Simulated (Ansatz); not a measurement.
A CCSD(T) single point on C$_{2}$H$_{7}$B$_{2}$Cl (`BB(C)CCl`).

```yaml
crystal:
  periodic: [false, false, false]
  atoms:
    - {symbol: B, position_ang: [0.066850, 1.718414, -0.152240]}
    - {symbol: B, position_ang: [0.119715, 0.070401, 0.018075]}
    - {symbol: C, position_ang: [1.261547, -0.775383, 0.676440]}
    - {symbol: C, position_ang: [-1.151870, -0.676325, -0.519765]}
    - {symbol: Cl, position_ang: [-2.412472, 0.472557, -1.101642]}
    - {symbol: H, position_ang: [-0.353128, 2.440703, 0.708042]}
    - {symbol: H, position_ang: [0.454480, 2.258832, -1.150863]}
    - {symbol: H, position_ang: [2.261535, -0.361183, 0.529953]}
    - {symbol: H, position_ang: [1.079724, -0.737236, 1.760649]}
    - {symbol: H, position_ang: [1.265563, -1.832084, 0.395279]}
    - {symbol: H, position_ang: [-0.894899, -1.321132, -1.365538]}
    - {symbol: H, position_ang: [-1.620046, -1.312767, 0.235709]}
basis:
  gaussian: {orbitals: def2-SVP}
correlation: {method: ccsd_t}
```

```sh
$ ansatz run in.yaml --threads 4 --pin off --events-out ev --progress --plain
```

The program prints (abridged):

```
Functional definition: HF
1103 factors; integrals over basis functions are off by at most 1.5e-3 eV
mean field evaluation 1: about -16008.9242 eV, gradient 2.6e1 eV
mean field evaluation 2: about -16009.0227 eV, gradient 2.6e1 eV
mean field evaluation 4: about -16011.4032 eV, gradient 2.8e0 eV
mean field evaluation 8: about -16011.4345 eV, gradient 9.0e-2 eV
mean field -16011.43457225 eV, -588.4093675901 hartree, gradient 9.5e-7 eV, S^2 0.000000; 0 other end points of the search recorded, 0 dependent functions left out
9 core orbitals not correlated: weight in the atoms' cores, before any rotation towards them, 1.000 or more for the frozen orbitals, at most 0.000 for the correlated occupied ones
reference -16011.43457225 eV, -588.4093675901 hartree; 14, 14 occupied and 86, 86 virtual orbitals, 1103 factors
second order -15.73884676 eV of doubles, -0.00000000 eV of singles
cycle   1  -17.04920620 eV  change    -1.3e0 eV  update   8.6e-2
cycle   2  -17.52308020 eV  change   -4.7e-1 eV  update   2.6e-2
cycle   3  -17.58444328 eV  change   -6.1e-2 eV  update   9.7e-3
cycle   4  -17.58272073 eV  change    1.7e-3 eV  update   2.8e-3
cycle   5  -17.58206887 eV  change    6.5e-4 eV  update   1.0e-3
cycle   6  -17.58186664 eV  change    2.0e-4 eV  update   3.8e-4
cycle   7  -17.58179716 eV  change    6.9e-5 eV  update   1.3e-4
cycle   8  -17.58180654 eV  change   -9.4e-6 eV  update   4.6e-5
cycle   9  -17.58180365 eV  change    2.9e-6 eV  update   1.7e-5
perturbative correction -0.48343209 eV, -0.0177658016 hartree
Total energy: -16029.49980799 eV, -589.0732527585 hartree
```

Run time 5.5 s (4 threads of a server CPU on a shared host); peak host memory 0.55 GiB.

MP2 recovers 87.1 % of the CCSD(T) correlation energy and the triples give 2.7 %; T1 = 0.0098.
